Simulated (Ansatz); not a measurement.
Relaxation of GeH₄O (6 atoms, charge 0, multiplicity 1), to a largest force component of 0.03 eV/Å in at most 50 steps.

The calculation used Ansatz, RKS B3LYP-D4/def2-SVP.

```xyz
6
Properties=species:S:1:pos:R:3:forces:R:3
Ge 0.116 -0.065 0.066 0.89 0.11 0.59
H 0.463 0.052 1.550 -1.36 -0.09 0.97
H 1.632 0.091 0.019 0.47 -0.03 -1.56
O -0.682 1.359 -0.658 -0.10 -0.02 -0.01
H -1.643 1.340 -0.546 0.09 0.02 0.01
H -0.506 -1.384 -0.412 0.01 0.00 0.00
```

Question: Where does it end, and by what steps?

Answer: It converged. After 5 steps the energy has fallen by 0.630 eV; H2 moved furthest, 0.38 Å.

```json
{"step": "0", "energy less start (eV)": "0.0000", "largest force component (eV/Å)": "1.557", "accepted": "yes"}
{"step": "1", "energy less start (eV)": "-0.4866", "largest force component (eV/Å)": "0.656", "accepted": "yes"}
{"step": "2", "energy less start (eV)": "-0.6180", "largest force component (eV/Å)": "0.311", "accepted": "yes"}
{"step": "3", "energy less start (eV)": "-0.5910", "largest force component (eV/Å)": "1.428", "accepted": "no"}
{"step": "4", "energy less start (eV)": "-0.6286", "largest force component (eV/Å)": "0.059", "accepted": "yes"}
{"step": "5", "energy less start (eV)": "-0.6299", "largest force component (eV/Å)": "0.004", "accepted": "yes"}
```

```xyz
6
Properties=species:S:1:pos:R:3
Ge 0.210 -0.046 0.131
H 0.102 0.050 1.671
H 1.669 0.091 -0.327
O -0.627 1.335 -0.646
H -1.575 1.349 -0.464
H -0.399 -1.386 -0.347
```

Whether the end is a true minimum wasn't checked by a vibrational analysis.

Run time: 13 s on 1 thread of Arm Neoverse V1 (shared host), peak memory 0.12 GiB.
